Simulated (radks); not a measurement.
Ti I, 22 electrons, occupied as [Ar] 3d2 4s2. Calculated with a radial shooting solver on a logarithmic mesh with Libxc functionals: scalar-relativistic Kohn-Sham, LDA (Slater exchange, Perdew-Wang correlation), spin-unpolarised, spherical densities, finite nucleus; Fermi nuclear charge, rms radius 3.5921 fm.

Unscreened Slater integrals over Kohn-Sham orbitals (eV).

integral     value
F0(3d,3d)   15.999
F2(3d,3d)   7.0749
F4(3d,3d)   4.3430
F0(3d,4s)   8.7464
G2(3d,4s)   1.5173
F0(3d,3p)   18.698
F2(3d,3p)   8.4741
G1(3d,3p)   10.525
G3(3d,3p)   6.2689
F0(3d,3s)   19.230
G2(3d,3s)   7.8430
F0(4s,4s)   7.0566
F0(4s,3p)   9.1538
G1(4s,3p)  0.53729
F0(4s,3s)   9.2064
G0(4s,3s)  0.37258
F0(3p,3p)   22.634
F2(3p,3p)   11.302
F0(3p,3s)   23.424
G1(3p,3s)   15.514
F0(3s,3s)   24.305

Derived for the open shells (J is the average intra-shell exchange parameter used in DFT+U). 3d: Racah B = F2/49 - 5 F4/441 = 0.09515 eV, C = 35 F4/441 = 0.3447 eV, C/B = 3.62, F4/F2 = 0.614, J = (F2 + F4)/14 = 0.8156 eV.
